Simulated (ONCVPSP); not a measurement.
# Building the ONCV potential for O (revPBE, scalar-relativistic).

```json
{"Element": "oxygen", "Generator": "ONCVPSP 4.0.1", "Type": "optimised norm-conserving Vanderbilt (ONCV)", "Functional": "revPBE", "Relativity": "scalar-relativistic", "Frozen core": "[He]", "Valence charge": "6", "Reference configuration": "2s2 2p4", "Partial waves": "2s: rc 0.80 bohr, ncon 4, nbas 8, qcut 6.5 1/bohr, 2 projectors, debl 2.3 Ha; 2p: rc 2.10 bohr, ncon 4, nbas 7, qcut 7.3 1/bohr, 1 projector", "Local potential": "polynomial inside 0.55 bohr (lpopt 1, dvloc0 0 Ha)", "Core correction": "none"}
```

All-electron outer shells of the reference configuration (revPBE, scalar-relativistic, ld1.x):

| shell | level (eV) | outermost node (bohr) | outermost maximum (bohr) |
| --- | --- | --- | --- |
| 1s | -514.99 | – | 0.13 |
| 2s | -24.00 | 0.28 | 0.87 |
| 2p | -8.97 | – | 0.83 |

(1) Estimate the cutoffs (Ha) at which the residual kinetic energy of the hardest occupied pseudo-wave falls to 1 and 0.1 mHa per electron.

(2) Does the potential have ghost states?

(3) Which valence shell sets the plane-wave cutoff?

(4) Tests: 2s2 2p3; 2s2 2p2; 2s2 2p1; 2s2 2p3.5. Which has the largest error in its energy relative to the reference configuration, and how large is it?

## Answers

(1) 205 Ha and 268 Ha.

(2) No bound ghost flagged; no localised positive-energy state flagged.

(3) 2s: 205 Ha for 1 mHa per electron, against 18 Ha for 2p.

(4) 2s2 2p1, with +2659 meV (all-electron minus pseudo) on +103.68 eV.
